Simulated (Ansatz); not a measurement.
`CBC1=CB1` + H₂ → `BC` + `B1C=C1` at 400 K and 1 bar (hydrogenolysis of a B–C bond).

Isolated molecules relaxed with PBE0-D4/def2-TZVP in Ansatz; ΔE leaves out vibrations. CBS: MP2 limit from def2 TZ/QZ plus the TZ coupled-cluster correction, frozen cores. This one scheme is used for every species. Each species was taken in one conformer, which may not be the lowest.

| species | CCSD(T)/CBS energy (Eh) | H − E (kJ/mol) | S (J/(mol·K)) |
| --- | --- | --- | --- |
| `CBC1=CB1` | -167.30439 | 245.4 | 359.0 |
| H₂ | -1.17544 | 38.0 | 139.0 |
| `BC` | -65.83255 | 164.9 | 265.6 |
| `B1C=C1` | -102.63332 | 127.0 | 256.4 |

H − E and S are ideal-gas, rigid-rotor, harmonic terms from PBE0-D4/def2-TZVP, for one conformer and one mirror image of each species. The MP2-based limit puts H₂ 0.8 mEh under its directly extrapolated value; such offsets cancel only in part. 1 Eh = 2625.50 kJ/mol, R = 8.31446 J/(mol·K).

By hand: ΔE, ΔH, ΔS and ΔG.

ΔE = (-65.83255) + (-102.63332) − (-167.30439) − (-1.17544) = 0.01396 Eh = 36.7 kJ/mol. Δ(H − E) = 164.9 + 127.0 − 245.4 − 38.0 = 8.5, so ΔH = 45.2 kJ/mol. ΔS = 265.6 + 256.4 − 359.0 − 139.0 = 24.0 J/(mol·K). ΔG = 45.2 − 400 × (24.0)/1000 = 35.6 kJ/mol.

By hand: the equilibrium constant, and the temperature at which ΔG would vanish if ΔH and ΔS stayed fixed.

log₁₀ K = −ΔG/(RT ln 10) = -4.6. ΔG = 0 at ΔH/ΔS = 1883 K.

ΔH outweighs TΔS. A doubt of 5 kJ/mol in ΔE shifts log₁₀ K by 0.7 here. Other conformers and mirror images would add mixing entropy, several J/(mol·K) or more a flexible species. These are equilibria of isolated gas molecules and say nothing of rates. Largest T1 diagnostic: 0.012 (customary marks: 0.02 for closed shells, 0.045 for open ones).
